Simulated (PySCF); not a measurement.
H3OSi, SMILES [O][SiH3], multiplicity 2.

The structure is a stationary point at B3LYP-D3(BJ)/def2-TZVP. The isomer is the one that the SMILES or the coordinates give; other isomers of the formula were not compared.

All values below come from PySCF with TDA-PBE/def2-TZVPD.

Vertical excitations. The molecule is in vacuum.

List the lowest excited states. (The exact figures need the calculation; the answer reports its results.)


```
state    energy (eV)  λ (nm)      f                                                 main pairs
-------  -----------  ------  -----  ---------------------------------------------------------
root 1          0.48    2568  0.000                                           β HOMO→LUMO 99 %
root 2          2.39     518  0.000                                         β HOMO−1→LUMO 98 %
root 3          2.94     422  0.003                                         β HOMO−2→LUMO 99 %
root 4          3.70     335  0.071                                         β HOMO−3→LUMO 92 %
root 5          5.94     209  0.001                       α HOMO→LUMO 11 %, β HOMO→LUMO+1 88 %
root 6          6.37     195  0.003                       α HOMO→LUMO 88 %, β HOMO→LUMO+1 11 %
root 7          6.91     179  0.006                      α HOMO→LUMO+1 6 %, β HOMO→LUMO+2 92 %
root 8          6.95     178  0.010                      α HOMO−1→LUMO 5 %, β HOMO−4→LUMO 92 %
root 9          7.24     171  0.003                                         α HOMO−1→LUMO 90 %
root 10         7.25     171  0.002  α HOMO→LUMO+1 11 %, α HOMO→LUMO+2 9 %, β HOMO→LUMO+3 77 %
```
Unrestricted roots are not spin-pure.
